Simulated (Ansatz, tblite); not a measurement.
Removing and adding an electron: Sn(OH)H3 (SnOH4). Charge 0, multiplicity 1. Geometry: PBE0-D4/def2-TZVP. Ansatz, gas phase; energy differences of separate SCF runs; the oxidised species was run as a doublet alone; the reduced species was run as a doublet alone.

```
atom    x (Å)    y (Å)    z (Å)
 Sn1  -0.1752   0.3939  -0.2432
  O2   0.1715  -1.4428   0.3785
  H3   0.8167  -1.4871   1.0874
  H4   1.2885   1.0524  -0.8309
  H5  -0.7673   1.3088   1.0735
  H6  -1.3342   0.1748  -1.4651
```

In the def2 sets Sn takes a core potential; there is no spin–orbit coupling. The xTB rows come from tblite. Correlated methods freeze 5 core orbitals; core or outer-core shells of Sn are correlated, in sets that lack core-valence functions. In CCSD on the charge 1 doublet the largest single amplitude is 0.28, so its Hartree–Fock determinant may place the open shell otherwise than the density functionals do.

Q: Estimate orbital energies and vertical ionisation energies and electron affinities at: GFN1-xTB; GFN2-xTB; HF/def2-TZVPD; HF/def2-TZVPP; PBE-D4/def2-TZVP; PBE-D4/def2-TZVPD; r2SCAN-D4/def2-TZVP; r2SCAN-D4/def2-TZVPD; PBE0-D4/def2-TZVP; PBE0-D4/def2-TZVPD; MP2/def2-TZVPD; MP2/def2-TZVPP; CCSD/def2-TZVPD; CCSD/def2-TZVPP; CCSD(T)/def2-TZVPD; CCSD(T)/def2-TZVPP.

A: 
| level | −HOMO (eV) | vertical IE (eV) | −LUMO (eV) | vertical EA (eV) | HOMO–LUMO gap (eV) | IE − EA (eV) | remarks |
| --- | --- | --- | --- | --- | --- | --- | --- |
| GFN1-xTB | 12.61 | 16.03 | 5.33 | 2.00 | 7.28 | 14.04 | – |
| GFN2-xTB | 11.80 | 15.08 | 5.66 | 2.64 | 6.13 | 12.44 | – |
| HF/def2-TZVPD | – | – | – | -1.31 | – | – | HOMO above zero (-1 doublet) |
| HF/def2-TZVPP | – | 9.40 | – | – | – | – | – |
| PBE-D4/def2-TZVP | 6.60 | 10.21 | 1.32 | – | 5.28 | – | – |
| PBE-D4/def2-TZVPD | 6.70 | – | 1.44 | -0.51 | 5.26 | – | HOMO above zero (-1 doublet) |
| r2SCAN-D4/def2-TZVP | 6.96 | 10.34 | 0.89 | – | 6.07 | – | – |
| r2SCAN-D4/def2-TZVPD | 7.03 | – | 0.99 | -0.63 | 6.05 | – | HOMO above zero (-1 doublet) |
| PBE0-D4/def2-TZVP | 8.20 | 10.51 | 0.53 | – | 7.67 | – | – |
| PBE0-D4/def2-TZVPD | 8.27 | – | 0.67 | -0.63 | 7.59 | – | HOMO above zero (-1 doublet) |
| MP2/def2-TZVPD | – | – | – | -0.87 | – | – | HOMO above zero (-1 doublet) |
| MP2/def2-TZVPP | – | 11.25 | – | – | – | – | – |
| CCSD/def2-TZVPD | – | – | – | -0.84 | – | – | HOMO above zero (-1 doublet) |
| CCSD/def2-TZVPP | – | 10.74 | – | – | – | – | – |
| CCSD(T)/def2-TZVPD | – | – | – | -0.78 | – | – | HOMO above zero (-1 doublet) |
| CCSD(T)/def2-TZVPP | – | 10.79 | – | – | – | – | – |

   A HOMO above zero means that the electron is unbound at that level or that self-interaction error raises the level; the energy of removing that electron tells which. Raw xTB energy differences between charge states are shifted by several eV; the methods need an empirical correction for them. A negative affinity means that the extra electron isn't bound; its size then hangs on the basis.
